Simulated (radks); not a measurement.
Q: These are the eigenvalues of the occupied orbitals of an atom or ion with whole-number occupations (hartree). All-electron calculation, scalar-relativistic Kohn-Sham, B86b exchange with PBE correlation, spin-unpolarised, spherical densities, finite nucleus; Fermi nuclear charge, rms radius of each element as measured or else 0.836 A^(1/3) + 0.57 fm. Program: a radial shooting solver on a logarithmic mesh with Libxc functionals.

| orbital | eigenvalue |
|---|---|
| 1s | -1391.149 |
| 2s | -280.0394 |
| 2p | -259.3542 |
| 3s | -104.7628 |
| 3p | -98.25637 |

Which element is it, and in what charge state? The configuration may be excited.

A: Z = 55, caesium, charge +37: Cs37+ in [Ar]. The list shows which subshells hold electrons but not how many an open one holds; the 1s level, -1391.1 hartree, gives Z - s = 52.7 by -(Z - s)^2/2, which with screening and relativity narrows Z to a few neighbours, and the depths of the outer levels then fix element, charge and occupations together.
